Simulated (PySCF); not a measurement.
**Computed properties of BF2Br, SMILES B(F)(Br)F**

BF2Br, SMILES BrB(F)F. The structure is a stationary point at PBE0-D3(BJ)/def2-SVP. The values are those of a single conformer. All values are computed for the isolated molecule unless a solvent is named; none is compared with measurement here.

**Structure.** The optimised structure has C2v symmetry. All 6 harmonic modes at PBE0-D3(BJ)/def2-SVP (PySCF) are real, so it is a minimum. With heavy atoms numbered as in [B:1]([F:2])([F:3])[Br:4], the shortest bond between them is B1–F2 at 1.310 Å and the longest B1–Br4 at 1.901 Å.

**Vibrations.** The strongest infrared lines (harmonic, unscaled, degenerate partners summed) lie at 1241 cm⁻¹ (516 km/mol, B 68 %, F 32 %), 1483 cm⁻¹ (315 km/mol, B 74 %, F 26 %), 644 cm⁻¹ (48 km/mol, F 71 %, B 23 %). The softest mode is at 300 cm⁻¹ and the zero-point energy is 6.6 kcal/mol.

**Electronic structure.** M06-2X/def2-TZVPD (PySCF) places the frontier levels at -10.39 and -0.15 eV, a gap of 10.24 eV, and gives a dipole moment of 0.31 D and a mean polarisability of 35.0 bohr³.

**Excitations.** TDA-CAM-B3LYP/def2-SVPD (PySCF) has S1 at 6.99 eV (177 nm, f = 0.000, dark); the most intense of the 10 singlets computed lies at 7.91 eV (f = 0.12). T1 (TDA) is at 6.83 eV, 0.16 eV under S1. No vertical singlet excitation falls in the visible range (under 3.1 eV).

**NMR.** GIAO shifts at KT2/pcSseg-2 (PySCF) (non-relativistic, atoms alike by connectivity averaged): ¹⁹F at -90.0 ppm against CFCl3; ¹¹B at 14.3 ppm against BF3. Without spin–orbit terms, shifts of atoms bonded to Cl or Br come out too high.
